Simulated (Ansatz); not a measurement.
`[I][Al]([I])[I]` from Hartree–Fock to CCSD(T)

Cartesian coordinates in Å:
```
I 2.0805 -0.6434 -1.1229
Al 0.0000 0.0000 0.0000
I -2.0842 0.1572 -1.2785
I 0.0037 0.4861 2.4015
```

Charge 0, multiplicity 1. Correlated methods include outer-core shells of I, which these sets cover unevenly. I takes the def2 core potential. All single points use the PBE0-D4/def2-TZVP geometry. Frozen core, restricted reference, Ansatz 0.2.0.

```
     basis      HF (Eh)  MP2 corr.
  def2-SVP  -1131.99485   -0.40475
def2-TZVPP  -1132.10852   -1.55084
def2-QZVPP  -1132.11808   -2.07099
```

Question: Estimate the CCSD correlation energy and the (T) correction in each basis where they were run (hartree).

Answer: 
```tsv
basis	CCSD corr.	(T)
def2-SVP	-0.42634	-0.01114
def2-TZVPP	-1.46279	-0.03481
```
